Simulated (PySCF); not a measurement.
**Static response to an electric field**

Species: C2H6F2OSi.
SMILES with atom numbers: `[OH:1][CH2:2][C@@H:3]([F:4])[SiH2:5][F:6]` (hydrogens: H7 on O1; H8, H9 on C2; H10 on C3; H11, H12 on Si5)

Geometry (GFN2-xTB, Å), atoms numbered from 1 in this order:
```xyz
12
C2H6F2OSi angstrom
O     -2.2980   -0.3963   -0.5380
C     -0.9486   -0.0662   -0.7300
C     -0.1522   -0.0775    0.5727
F     -0.1187   -1.3981    1.0345
Si     1.6498    0.5520    0.3871
F      2.1147    0.1630   -1.1026
H     -2.3385   -1.2581   -0.1051
H     -0.9356    0.9405   -1.1524
H     -0.4733   -0.7537   -1.4427
H     -0.7106    0.4691    1.3409
H      2.5260   -0.1791    1.2815
H      1.6861    2.0036    0.4283
```

Level: CAM-B3LYP/def2-SVPD (PySCF), static field, nuclei fixed, core orbitals frozen in the response. The polarisability tensor in these axes (au):

```
x   62.42  3.89  2.91
y    3.89 53.15 -0.94
z    2.91 -0.94 51.36
```

What are the eigenvalues, a third of the trace, and Δα (Δα² = ½Σ(αi − αj)² over the three pairs)?

Principal values 49.43, 53.20 and 64.29 au; mean 55.64 au = 8.25 Å³ = 9.17 × 10⁻⁴⁰ C²·m²/J; Δα = 13.38 au (24 % of the mean).

What is the dipole moment, and where does it point?

(0.74, 1.10, 1.30) D, 1.85 D in size, pointing from the negative to the positive side. Measured along this direction, the outermost atoms are H7 and H9 at the negative end and H12 at the positive end.

In TDDFT the mean static polarisability is Σ f/ω² over all singlet excitations (ω in hartree). How much of it do the 8 lowest give? Their energies (eV) and oscillator strengths: 7.25, 0.0192; 7.33, 0.0179; 8.11, 0.0109; 8.14, 0.0091; 8.26, 0.0124; 8.46, 0.0125; 8.68, 0.0478; 8.85, 0.0032.

They add up to 1.50 au, 2.7 % of the 55.64 au; the largest single term is 0.47 au, from the state at 8.68 eV. Terms in order: 0.27, 0.25, 0.12, 0.10, 0.13, 0.13, 0.47, 0.03 au. Higher excitations give the rest. The strengths listed sum to 0.133.

Orientational against electronic polarisability at 350 K (dilute gas, rigid molecules)?

In Gaussian units μ²/3kT = 23.64 Å³ against 8.25 Å³, a ratio of 2.87; the Debye molar polarisation (4π/3)N_A(α + μ²/3kT) is 80.4 cm³/mol, leaving out the vibrational part.

What depolarisation ratio follows for Rayleigh scattering of linearly polarised light, taking the static tensor?

ρ = 3Δα²/(45ᾱ² + 4Δα²) = 537.3/(139326 + 716.3) = 0.00384.

Geometry: GFN2-xTB, one conformer, isolated molecule.
